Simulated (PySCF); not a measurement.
## How methods differ on the ionisation energy of Nd(39+)

Nd(39+) [Ar] 3d3 [3d3/2^3, M_J = 3/2] → Nd(40+) [Ar] 3d2 [3d3/2^2, M_J = 2], as a difference of total energies. Computed with PySCF 2.14 in an uncontracted even-tempered set (16 s from 8.1 bohr⁻², ratio 2.8; 12 p from 11 bohr⁻², ratio 2.8; 8 d from 11 bohr⁻², ratio 2.8; 3 f from 34 bohr⁻², ratio 3), with the two-component X2C-1e Hamiltonian. Correlated levels: [Ne] frozen; the 74 highest virtual spinors dropped. "Screened" scales the spin-orbit matrix elements by Boettger's factors to mimic the two-electron term; Breit and QED terms are absent.

```csv
method,ionisation energy (eV)
GHF (spin-free),2854.9
GMP2 (spin-free),2854.8
GHF (screened spin-orbit),2861.7
GMP2 (screened spin-orbit),2862.4
```

Breit and QED terms and the two-electron picture change are absent.

The spin-free rows relax to the high-spin LS determinant and lack the spin-orbit shift.

The labels give the starting determinants; with spin-orbit coupling the two ends relaxed to ⟨J²⟩ = 3.86, ⟨L²⟩ = 8.36, ⟨S²⟩ = 2.24 and ⟨J²⟩ = 6.04, ⟨L²⟩ = 10.34, ⟨S²⟩ = 1.55.

For comparison: 2861 ± 4 eV (theoretical estimate listed by NIST; NIST Atomic Spectra Database, ionization energies).
